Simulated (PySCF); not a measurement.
CH₆OSSi, SMILES [SiH2](SC)O. The structure is a stationary point at PBE-D3(BJ)/def2-SVP. One conformer was computed; it need not be the lowest.

Computed equilibrium geometry at PBE-D3(BJ)/def2-SVP (PySCF confirms it by a frequency run) as Cartesian coordinates in Å (one conformer of several):
```xyz
10

Si     0.9103    -0.3036    -0.5327
O      1.8837    -0.6813     0.7856
S     -0.7910     0.9560    -0.1446
C     -2.0005    -0.2830     0.4751
H      0.3786    -1.5649    -1.1690
H      1.7898     0.4873    -1.4455
H      1.4774    -1.2614     1.4525
H     -2.0509    -1.1651    -0.1933
H     -1.7613    -0.6067     1.5067
H     -2.9894     0.2129     0.4834
```
